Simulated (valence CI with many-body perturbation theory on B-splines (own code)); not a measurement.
Missing levels of Os62+

Method: configuration interaction combined with many-body perturbation theory (CI+MBPT): four valence electrons over a frozen Dirac-Fock core [Ne], a basis of 11 s, 11 p, 10 d, 8 f, 5 g, 2 h functions for each j, with the one-electron correlation potential Σ1 (screened to all orders), the two-electron term Σ2, the three-electron term Σ3, Breit, model QED; selected single and double excitations, second order for the rest, scaled by the run's own slope (own B-spline code, finite nucleus).

The last digits are not significant, and no measured levels were compared; by estimate large intervals hold to a few tenths of a per cent, small ones and those within an open d or f shell to about a per cent. Among the levels kept, up to 600 cm⁻¹ of a level comes from second order outside the variational space, and about a tenth of that is noise between levels of different J, which matters for small intervals.

| Level | E (eV) |
| --- | --- |
| (3s^2 3p1/2^2) J=0 | 0.00 |
| (3s^2 3p1/2 3p3/2) J=1 | 396.42 |
| (3s^2 3p1/2 3p3/2) J=2 | 406.02 |
| (3s 3p1/2^2 3p3/2) J=2 | 572.69 |
| (3s 3p1/2^2 3p3/2) J=1 | 600.98 |
| (3s^2 3p1/2 3d3/2) J=2 | 624.16 |
| (3s^2 3p1/2 3d3/2) J=1 | ? |
| (3s^2 3p1/2 3d5/2) J=2 | 736.48 |
| (3s^2 3p1/2 3d5/2) J=3 | 737.77 |
| (3s 3p1/2^2 3d3/2) J=1 | 804.84 |
| (3s^2 3p3/2^2) J=2 | 809.23 |
| (3s 3p1/2^2 3d3/2) J=2 | ? |
| (3s^2 3p3/2^2) J=0 | 830.91 |
| (3s 3p1/2^2 3d5/2) J=3 | 912.04 |
| (3s 3p1/2^2 3d5/2) J=2 | ? |
| (3s 3p1/2 3p3/2^2) J=2 [a] | 959.74 |
| (3s 3p1/2 3p3/2^2) J=3 | 979.07 |
| (3s 3p1/2 3p3/2^2) J=0 | ? |
| (3s 3p1/2 3p3/2^2) J=2 [b] | ? |
| (3s 3p1/2 3p3/2^2) J=1 [a] | ? |

Levels are named by their leading jj configuration (3d3/2^4 stands for four electrons in 3d with j = 3/2), which in mixed levels can hold well under half, so a name can repeat and another be missing. Letters in brackets count levels of one name in rising energy.

The levels stand in rising order. What does the calculation give for the missing energies?

(3s^2 3p1/2 3d3/2) J=1 670.00; (3s 3p1/2^2 3d3/2) J=2 813.10; (3s 3p1/2^2 3d5/2) J=2 926.49; (3s 3p1/2 3p3/2^2) J=0 990.82; (3s 3p1/2 3p3/2^2) J=2 [b] 1005.95; (3s 3p1/2 3p3/2^2) J=1 [a] 1006.36.
